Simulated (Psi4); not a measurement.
A ladder of methods for CH3FGeS (SMILES C[S][Ge][F])

The species is CH3FGeS (7 atoms), meant as a singlet with charge 0. As SMILES, `C[S][Ge][F]`. The shape was relaxed beforehand at PBE0/def2-TZVP. This is one conformer, not always the lowest.

| atom | x (Å) | y (Å) | z (Å) |
| --- | --- | --- | --- |
| C | -0.5838 | 0.4554 | 0.5385 |
| S | -0.9496 | -0.8358 | -0.6802 |
| Ge | 1.0008 | -1.4594 | -1.5499 |
| F | 2.0627 | -0.3814 | -0.6334 |
| H | -1.1149 | 1.3613 | 0.2493 |
| H | -0.9410 | 0.1210 | 1.5116 |
| H | 0.4863 | 0.6487 | 0.5813 |

Quantity: the dipole moment, in D. The values are calculated.

```csv
level,kind,program,value (D)
PBE-D4/def2-TZVPP (density fitting),GGA,Psi4,0.61
r2SCAN-D4/def2-TZVPP (density fitting),meta-GGA,Psi4,0.70
B3LYP-D4/def2-TZVPP (density fitting),global hybrid,Psi4,0.55
PBE0-D4/def2-TZVPP (density fitting),global hybrid,Psi4,0.55
wB97M-V/def2-TZVPP (density fitting),range-separated hybrid,Psi4,0.41
```

All-electron rows without a relativistic Hamiltonian named are non-relativistic. The values span 0.41 to 0.70 D. Magnitudes only.
